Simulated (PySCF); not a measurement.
PySCF job for Si(H)(F)(OMe)(NH2) (CH₆FNOSi), SMILES CO[SiH](N)F, PBE-D3(BJ)/def2-SVP. Geometry: PBE-D3(BJ)/def2-SVP. This is a generated structure with no PubChem entry under its InChIKey; it may be hypothetical. The values are those of a single conformer.

```python
import numpy as np
from pyscf import gto, scf, dft, df
from pyscf.hessian import thermo

mol = gto.M(
    atom='''
    Si    0.38298504   -0.41720131    0.24330531
    N     1.90395442    0.28285799    0.58223415
    F     0.18664800   -0.96967608   -1.29669967
    O    -0.73751000    0.79933686    0.42956261
    C    -2.04839904    0.76633906   -0.10629505
    H     0.18722625   -1.61300429    1.11765425
    H     2.71083747   -0.29360375    0.82282036
    H     2.17163661    1.19038261    0.19767832
    H    -2.44256225    1.80281768   -0.14391476
    H    -2.73545816    0.16365853    0.53088033
    H    -2.07050902    0.34491697   -1.13546532
    ''',
    basis='def2-SVP',
    charge=0,
    spin=0,
    max_memory=1600,
    verbose=3,
)
mf = dft.RKS(mol, xc='pbe').density_fit(auxbasis='def2-universal-jkfit')
mf.disp = 'd3bj'
mf.grids.level = 3
mf.conv_tol = 1e-11
mf.max_cycle = 100
mf.kernel()

# [left out here: the lines that compute and print the analytic Hessian (its translational invariance restored by hand, since the grid's response is missing), thermochemistry and intensities]
```

Program output:

```
converged SCF energy = -560.40497958985

WARN: DFTD3 does not support analytical Hessian, using finite difference


WARN: Mole.unit (angstrom) is changed to Bohr

Mode                                 0                   1                   2
Irrep
Freq [cm^-1]                       75.1605             90.0086            147.3249
Reduced mass [au]                   2.3443              1.2001              2.5588
Force const [Dyne/A]                0.0078              0.0057              0.0327
Char temp [K]                     108.1393            129.5024            211.9678
Normal mode                   x     y     z       x     y     z       x     y     z
       0  Si                -0.02  0.02 -0.02    0.01 -0.00  0.02    0.01  0.04  0.02
       1   N                 0.00 -0.05  0.05    0.01  0.02 -0.04    0.06 -0.07 -0.02
       2   F                 0.04 -0.02 -0.01   -0.03 -0.01  0.03   -0.07  0.08  0.02
       3   O                 0.03  0.09 -0.11   -0.01 -0.02  0.04   -0.01  0.03  0.01
       4   C                -0.04 -0.05  0.09    0.03  0.02 -0.06    0.01 -0.12 -0.06
       5   H                -0.15  0.06  0.01    0.05  0.00  0.03    0.01  0.05  0.04
       6   H                -0.04 -0.10  0.07    0.02  0.04 -0.04   -0.07 -0.13  0.27
       7   H                 0.08 -0.09  0.00   -0.02  0.03 -0.05    0.26 -0.19 -0.16
       8   H                -0.23 -0.11  0.35   -0.12 -0.02  0.39   -0.07 -0.15 -0.16
       9   H                 0.15 -0.29  0.08    0.07 -0.38 -0.40    0.03 -0.13 -0.06
      10   H                -0.13  0.14  0.02    0.17  0.49 -0.26    0.11 -0.19 -0.03
Mode                                 3                   4                   5
Irrep
Freq [cm^-1]                      205.7750            247.4074            309.9056
Reduced mass [au]                   1.6877              1.3992              2.6503
Force const [Dyne/A]                0.0421              0.0505              0.1500
Char temp [K]                     296.0644            355.9641            445.8851
Normal mode                   x     y     z       x     y     z       x     y     z
       0  Si                -0.01 -0.01 -0.00    0.03 -0.02 -0.03   -0.04  0.01  0.02
       1   N                -0.03  0.01  0.05   -0.02  0.03  0.02    0.01 -0.08 -0.15
       2   F                -0.07  0.01 -0.00   -0.09 -0.02 -0.01    0.08  0.01  0.02
       3   O                 0.07  0.07 -0.00    0.04 -0.01 -0.04   -0.02  0.04  0.04
       4   C                 0.07 -0.08 -0.03    0.02  0.00  0.02   -0.01 -0.01 -0.00
       5   H                -0.09 -0.04 -0.07    0.10 -0.04 -0.04   -0.13  0.01  0.00
       6   H                 0.14  0.01 -0.48   -0.07  0.25  0.67    0.03  0.09  0.15
       7   H                -0.27  0.20  0.32   -0.04  0.18  0.36   -0.15  0.22  0.46
       8   H                -0.02 -0.12 -0.09    0.02  0.00  0.05   -0.04 -0.02 -0.04
       9   H                 0.12 -0.11 -0.01    0.05 -0.00  0.04   -0.01 -0.02 -0.02
      10   H                 0.14 -0.13 -0.00   -0.02  0.01  0.01    0.04 -0.03  0.00
Mode                                 6                   7                   8
Irrep
Freq [cm^-1]                      345.6743            378.2808            685.9803
Reduced mass [au]                   2.7643              4.6652              1.6401
Force const [Dyne/A]                0.1946              0.3933              0.4547
Char temp [K]                     497.3483            544.2619            986.9730
Normal mode                   x     y     z       x     y     z       x     y     z
       0  Si                 0.04  0.08 -0.05    0.04 -0.03  0.06    0.03 -0.02  0.01
       1   N                 0.08 -0.04  0.05    0.06 -0.03 -0.02    0.10 -0.02  0.04
       2   F                -0.03 -0.07  0.01   -0.03  0.09  0.04   -0.02 -0.02 -0.05
       3   O                -0.07 -0.03  0.03   -0.02 -0.06 -0.13   -0.04  0.05  0.04
       4   C                -0.06  0.01 -0.01   -0.07  0.03 -0.01   -0.07  0.01 -0.02
       5   H                 0.09  0.06 -0.05    0.07 -0.04  0.06   -0.39  0.06  0.01
       6   H                 0.02 -0.22 -0.16    0.13  0.01 -0.19    0.36  0.37  0.11
       7   H                 0.17  0.09  0.43   -0.09  0.10  0.18   -0.30 -0.00 -0.21
       8   H                -0.03  0.02 -0.01   -0.00  0.05  0.07   -0.09  0.00 -0.05
       9   H                -0.08  0.02 -0.03   -0.04  0.05  0.03   -0.07 -0.00 -0.03
      10   H                -0.04  0.02 -0.01   -0.19  0.07 -0.03   -0.02 -0.01 -0.01
Mode                                 9                  10                  11
Irrep
Freq [cm^-1]                      725.1301            798.5430            862.2816
Reduced mass [au]                   2.0536              2.4126              1.3923
Force const [Dyne/A]                0.6362              0.9064              0.6100
Char temp [K]                    1043.3007           1148.9256           1240.6312
[...]
       7   H                -0.24 -0.03 -0.13    0.07  0.04  0.02   -0.01 -0.00 -0.00
       8   H                 0.10  0.01  0.06    0.03 -0.01  0.01   -0.23 -0.06 -0.22
       9   H                 0.07  0.01  0.04    0.03 -0.00  0.01    0.05 -0.14 -0.13
      10   H                 0.02  0.00  0.01    0.01  0.00  0.00    0.42 -0.08  0.15
Mode                                15                  16                  17
Irrep
Freq [cm^-1]                     1138.3495           1175.3621           1418.1199
Reduced mass [au]                   1.3129              2.1597              1.0801
Force const [Dyne/A]                1.0024              1.7579              1.2798
Char temp [K]                    1637.8314           1691.0844           2040.3588
Normal mode                   x     y     z       x     y     z       x     y     z
       0  Si                -0.01  0.01 -0.00    0.02 -0.02 -0.00   -0.00  0.01  0.00
       1   N                -0.00 -0.00  0.00    0.00 -0.00 -0.00    0.00 -0.00 -0.00
       2   F                -0.00  0.00  0.00   -0.00 -0.00 -0.00   -0.00 -0.00 -0.00
       3   O                 0.05  0.02 -0.03   -0.12  0.07 -0.01    0.02 -0.01  0.01
       4   C                -0.06 -0.07  0.09    0.11 -0.09  0.00    0.04 -0.00  0.06
       5   H                 0.01  0.01  0.00    0.01 -0.02 -0.01    0.01 -0.01 -0.02
       6   H                 0.00  0.01  0.00    0.00 -0.00 -0.00    0.01  0.01 -0.00
       7   H                -0.00 -0.00 -0.00   -0.00 -0.00 -0.00    0.00 -0.00  0.00
       8   H                 0.35  0.08 -0.14    0.41  0.04  0.24   -0.12 -0.08 -0.61
       9   H                -0.56  0.05 -0.33   -0.10  0.22  0.08   -0.02 -0.19 -0.21
      10   H                 0.37  0.19 -0.02   -0.29  0.18 -0.11   -0.57  0.33 -0.10
Mode                                18                  19                  20
Irrep
Freq [cm^-1]                     1426.0350           1428.3045           1476.0981
Reduced mass [au]                   1.0875              1.0445              1.1375
Force const [Dyne/A]                1.3030              1.2555              1.4602
Char temp [K]                    2051.7469           2055.0122           2123.7765
Normal mode                   x     y     z       x     y     z       x     y     z
       0  Si                 0.01 -0.01 -0.00    0.00 -0.00 -0.00    0.01  0.00  0.01
       1   N                 0.00  0.00 -0.00   -0.00  0.00 -0.00   -0.09 -0.03 -0.00
       2   F                -0.00  0.00  0.00    0.00  0.00  0.00   -0.00 -0.00 -0.00
       3   O                -0.03  0.00  0.00   -0.01  0.01  0.00   -0.00  0.00 -0.00
       4   C                -0.07 -0.02  0.01   -0.02  0.05  0.01   -0.00  0.00 -0.00
       5   H                -0.01 -0.00  0.01   -0.00 -0.00  0.01   -0.01  0.00 -0.02
       6   H                -0.01 -0.02  0.00   -0.00  0.00 -0.00    0.37  0.52 -0.16
       7   H                -0.01  0.00 -0.00    0.00 -0.00  0.00    0.62 -0.17  0.13
       8   H                 0.39  0.15 -0.31    0.48  0.21  0.07    0.00  0.00 -0.00
       9   H                 0.50 -0.20  0.39    0.13 -0.51 -0.35    0.01 -0.00  0.01
      10   H                 0.28  0.33 -0.15   -0.23 -0.44  0.19    0.01  0.00 -0.00
Mode                                21                  22                  23
Irrep
Freq [cm^-1]                     2215.0942           2928.6602           3005.8016
Reduced mass [au]                   1.0416              1.0344              1.1043
Force const [Dyne/A]                3.0110              5.2270              5.8784
Char temp [K]                    3187.0274           4213.6899           4324.6792
Normal mode                   x     y     z       x     y     z       x     y     z
       0  Si                 0.00  0.03 -0.02    0.00 -0.00 -0.00   -0.00 -0.00 -0.00
       1   N                -0.00 -0.00 -0.00   -0.00  0.00 -0.00   -0.00  0.00  0.00
       2   F                -0.00  0.00 -0.00    0.00  0.00  0.00    0.00  0.00  0.00
       3   O                -0.00 -0.00 -0.00   -0.00  0.00 -0.00   -0.00 -0.00  0.00
       4   C                 0.00 -0.00  0.00   -0.04 -0.02 -0.01    0.02  0.02 -0.08
       5   H                -0.13 -0.78  0.57   -0.00  0.01 -0.00    0.00 -0.00  0.00
       6   H                 0.00  0.01 -0.00   -0.00  0.00 -0.00   -0.00 -0.00 -0.00
       7   H                 0.01  0.00 -0.00    0.00 -0.00  0.00   -0.00 -0.00  0.00
       8   H                -0.00 -0.00 -0.00    0.13 -0.37  0.01    0.08 -0.21 -0.01
       9   H                -0.00  0.00 -0.01    0.43  0.39 -0.42   -0.37 -0.35  0.37
      10   H                -0.00  0.00  0.00   -0.00  0.20  0.51    0.00  0.27  0.62
Mode                                24                  25                  26
Irrep
Freq [cm^-1]                     3041.2040           3517.2186           3620.5103
Reduced mass [au]                   1.1047              1.0497              1.0971
Force const [Dyne/A]                6.0197              7.6512              8.4727
Char temp [K]                    4375.6155           5060.4945           5209.1082
Normal mode                   x     y     z       x     y     z       x     y     z
       0  Si                 0.00  0.00  0.00    0.00  0.00  0.00    0.00 -0.00  0.00
       1   N                -0.00 -0.00 -0.00   -0.05 -0.02  0.01    0.03 -0.07  0.03
       2   F                -0.00 -0.00 -0.00    0.00  0.00  0.00   -0.00 -0.00 -0.00
       3   O                -0.00 -0.00 -0.00    0.00 -0.00 -0.00   -0.00  0.00  0.00
       4   C                -0.02  0.08  0.02   -0.00 -0.00 -0.00   -0.00  0.00 -0.00
       5   H                -0.00  0.00 -0.00    0.00  0.00 -0.00    0.00  0.00 -0.00
       6   H                -0.00  0.00  0.00    0.51 -0.38  0.16   -0.57  0.39 -0.17
       7   H                -0.00 -0.00  0.00    0.18  0.65 -0.27    0.18  0.56 -0.23
       8   H                 0.28 -0.79  0.03    0.00 -0.00  0.00    0.00 -0.00 -0.00
       9   H                -0.09 -0.06  0.09    0.00  0.00 -0.00    0.00 -0.00  0.00
      10   H                 0.00 -0.14 -0.38    0.00  0.00  0.00   -0.00  0.00  0.00
temperature 298.1500 [K]
pressure 101325.00 [Pa]
Rotational constants [GHz] 6.08789 3.01016 2.23986
Symmetry number 1
Zero-point energy (ZPE) 0.07794 [Eh]   204639.561 [J/mol]
                           tot       elec      trans        rot        vib
Entropy [J/mol/K]       356.861      0.000    165.560    110.719     80.582
Cv [J/mol/K]            104.865      0.000     12.472     12.472     79.922
Cp [J/mol/K]            113.180      0.000     20.786     12.472     79.922
Internal energy [J/mol]                      3718.434   3718.434 217468.051
Internal energy [Eh]   -560.31932  -560.40498
Enthalpy [J/mol]                             6197.391   3718.434 217468.051
Enthalpy [Eh]          -560.31837
Gibbs free energy [J/mol]                  -43164.273 -29292.517 193442.463
Gibbs free energy [Eh] -560.35890
mode   freq/cm-1   IR/(km/mol)
   1       75.16         3.877
   2       90.01         1.159
   3      147.32         9.717
   4      205.77         5.030
   5      247.41        99.648
   6      309.91        99.191
   7      345.67        26.601
   8      378.28        15.413
   9      685.98        14.884
  10      725.13        32.898
  11      798.54        39.683
  12      862.28        28.147
  13      884.75       224.310
  14      943.99       224.902
  15     1122.10       165.898
  16     1138.35         7.081
  17     1175.36       144.597
  18     1418.12         2.841
  19     1426.03         6.725
  20     1428.30         4.175
  21     1476.10        64.904
  22     2215.09       133.804
  23     2928.66        76.122
  24     3005.80        33.008
  25     3041.20        26.233
  26     3517.22        36.853
  27     3620.51        39.874
max |gradient| / (hartree/bohr): 0.0001515907057059026
APT charges: [ 1.875  -0.8141 -0.6335 -0.9642  0.5538 -0.286   0.1985  0.2001 -0.038
 -0.0591 -0.0325]
```

The calculation finished and met its thresholds.
